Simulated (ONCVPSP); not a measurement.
**Sc (Z = 21): ONCV pseudisation with PBE, scalar-relativistic reference atom.**

scandium (Sc), optimised norm-conserving Vanderbilt (ONCV), made with ONCVPSP 4.0.1 (PBE, scalar-relativistic). Core [Ne], reference 3s2 3p6 3d1 4s2. Waves: 3s+4s: rc 2.10 bohr, ncon 4, nbas 7, qcut 6.1 1/bohr, 2 projectors; 3p: rc 1.80 bohr, ncon 4, nbas 9, qcut 8.4 1/bohr, 1 projector; 3d: rc 1.55 bohr, ncon 5, nbas 10, qcut 11.1 1/bohr, 1 projector. Local part: polynomial inside 1.20 bohr (lpopt 5, dvloc0 3 Ha). Core correction: polynomial model core, fcfact 0.25.

All-electron outer shells of the reference configuration (PBE, scalar-relativistic, ld1.x):

```
shell  level (eV)  outermost node (bohr)  outermost maximum (bohr)
   2p     -388.26                      –                      0.23
   3s      -55.04                   0.42                      0.92
   3p      -33.63                   0.39                      0.97
   4s       -4.18                   1.33                      3.14
   3d       -3.23                      –                      1.10
```

Problem. Does the generator finish with these settings?

Solution. Yes, a potential is produced and its reference levels are reproduced.

Problem. Estimate the cutoffs (Ha) at which the residual kinetic energy of the hardest occupied pseudo-wave falls to 1 and 0.1 mHa per electron.

Solution. 41 Ha and 48 Ha.

Problem. Does the potential have ghost states?

Solution. No bound ghost flagged; no localised positive-energy state flagged.

Problem. Which valence shell sets the plane-wave cutoff?

Solution. 3d: 41 Ha for 1 mHa per electron, against 18 Ha for 3p.

Its largest configuration-test error is +3.8 meV (3s2 3p6 3d2 4s0). 1 of 4 tests not solved or not reliable.
